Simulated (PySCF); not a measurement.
Gas-phase reaction: InCl3 + InH = 2 InCl + HCl

Method: PySCF energies plus ideal-gas RRHO corrections (1 bar). † marks an energy on the PBE0/def2-TZVP geometry and frequencies; other levels use their own. MP2 freezes the core. All species are closed-shell singlets. In: scalar-relativistic def2 core potential, no spin-orbit coupling. InH: computed as isolated molecules; such fragments, hydroxides, amides, oligomers or adducts are transient or little studied in the gas. MP2 isn't extrapolated to the basis-set limit; its ΔH°(298 K) is -41.6 kJ in def2-SVP and -84.5 kJ in def2-TZVPP. The harmonic model lacks anharmonicity and excited electronic states, which grow with temperature; levels with a mode under 35 cm⁻¹ are left out. Soft modes under 120 cm⁻¹ make the harmonic entropy rough for InCl3.

```
level               ΔE electronic, kJ  ΔH°(298 K), kJ  ΔS°(298 K), J/K  ΔG°(600 K), kJ
------------------  -----------------  --------------  ---------------  --------------
BLYP/def2-TZVP†                  -129            -124              135            -204
MP2/def2-SVP†                     -47             -42              135            -122
MP2/def2-TZVPP†                   -90             -84              135            -165
PBE0/def2-SVP†                    -83             -77              135            -157
PBE0/def2-TZVP                    -83             -78              135            -158
LDA/def2-TZVP†                    -76             -70              135            -151
ωB97M-V/def2-TZVP†                -71             -65              135            -145
ωB97X-V/def2-TZVP†                -63             -57              135            -138
```
ΔH° is lowest at BLYP/def2-TZVP† and highest at MP2/def2-SVP†. No reference value is set beside these.
